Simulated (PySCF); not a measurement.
Job file and geometry (Å, from GFN2-xTB) of an NMR shielding run on `InChI=1S/C4H9BCl2OSi/c6-5(7)9-3-1-8-2-4-9/h9H,1-4H2`, GIAO PBE0/pcSseg-1 NMR shielding, non-relativistic, gas phase (PySCF 2.14.0, density-fitted response routines); density fitting, a coarse starting grid and PySCF grid level 2 are the driver's defaults:

```
{"job": {"kind": "nmr", "xc": "PBE0", "basis": "pcSseg-1"}, "charge": 0, "multiplicity": 1}
Cl     2.735599     0.526041     2.470976
B      2.729555    -0.110778     0.873914
Cl     4.230695    -0.677554     0.261389
Si     1.062379    -0.209232    -0.200826
C      0.123998     1.450250    -0.326284
C     -1.315552     1.193323    -0.773030
O     -2.021883     0.314005     0.066989
C     -1.628840    -1.032747    -0.028805
C     -0.266917    -1.323772     0.602262
H      1.272636    -0.698459    -1.581619
H      0.588260     2.139883    -1.029817
H      0.100298     1.943093     0.646521
H     -1.892875     2.122544    -0.753859
H     -1.315820     0.803113    -1.802158
H     -1.614945    -1.341286    -1.085246
H     -2.415563    -1.591183     0.487533
H     -0.330994    -1.115965     1.671259
H     -0.048791    -2.384958     0.489144
```

Question: Write the output of this run.

Answer: 
```
coarse grid: 16968 points
cycle   1  E = -1466.9319200491  dE =  1.156e+00  |g| = 6.270e-01  |ddm| = 3.877e+00
cycle   2  E = -1466.8551928503  dE =  7.673e-02  |g| = 8.816e-01  |ddm| = 1.450e+00
cycle   3  E = -1467.0163177154  dE = -1.611e-01  |g| = 8.118e-02  |ddm| = 9.782e-01
cycle   4  E = -1467.0174205657  dE = -1.103e-03  |g| = 3.516e-02  |ddm| = 9.482e-02
cycle   5  E = -1467.0176793379  dE = -2.588e-04  |g| = 9.288e-03  |ddm| = 3.574e-02
cycle   6  E = -1467.0176982483  dE = -1.891e-05  |g| = 2.472e-03  |ddm| = 1.106e-02
cycle   7  E = -1467.0176996776  dE = -1.429e-06  |g| = 7.525e-04  |ddm| = 2.870e-03
final grid: 151016 points
cycle   8  E = -1467.0771963324  dE = -4.486e-05  |g| = 1.105e-02  |ddm| = 3.070e-02
cycle   9  E = -1467.0771732076  dE =  2.312e-05  |g| = 1.550e-02  |ddm| = 1.802e-02
cycle  10  E = -1467.0772200449  dE = -4.684e-05  |g| = 1.334e-03  |ddm| = 1.132e-02
cycle  11  E = -1467.0772203387  dE = -2.938e-07  |g| = 3.911e-04  |ddm| = 1.590e-03
cycle  12  E = -1467.0772203722  dE = -3.350e-08  |g| = 7.057e-05  |ddm| = 4.453e-04
cycle  13  E = -1467.0772203733  dE = -1.088e-09  |g| = 2.191e-05  |ddm| = 1.183e-04
cycle  14  E = -1467.0772203734  dE = -1.064e-10  |g| = 4.655e-06  |ddm| = 2.602e-05
converged SCF energy = -1467.0772203734

GIAO shielding tensors (ppm)
atom      isotropic    diamagn.    paramagn.     s11        s22        s33       span
  0 Cl     577.384    1147.747    -570.364    194.847    611.439    925.865    731.018
  1 B       25.776     195.174    -169.399    -44.077     25.099     96.305    140.382
  2 Cl     548.715    1146.607    -597.891    159.967    593.813    892.366    732.399
  3 Si     399.287     879.816    -480.529    377.724    390.777    429.361     51.638
  4 C      175.803     253.332     -77.530    155.587    180.272    191.548     35.961
  5 C      115.812     243.927    -128.115     86.682     98.460    162.294     75.612
  6 O      283.841     395.511    -111.670    235.641    287.766    328.115     92.474
  7 C      115.599     243.905    -128.306     86.677     98.371    161.748     75.070
  8 C      175.587     253.279     -77.691    155.294    180.467    191.001     35.706
  9 H       27.474      29.120      -1.646     23.935     26.374     32.112      8.178
 10 H       31.243      30.517       0.726     26.903     28.856     37.970     11.067
 11 H       30.567      31.490      -0.923     26.282     29.592     35.827      9.545
 12 H       27.153      28.438      -1.285     21.751     26.768     32.940     11.188
 13 H       28.266      29.751      -1.485     23.467     28.039     33.292      9.825
 14 H       28.262      29.748      -1.486     23.409     28.086     33.292      9.883
 15 H       27.145      28.437      -1.292     21.723     26.782     32.931     11.208
 16 H       30.613      31.496      -0.883     26.434     29.661     35.743      9.309
 17 H       31.223      30.527       0.696     26.802     28.922     37.945     11.144
```

Size and cost of the density-fitted run: 219 basis functions, 37 s wall time on 1 thread of an Arm Neoverse V2, shared host.
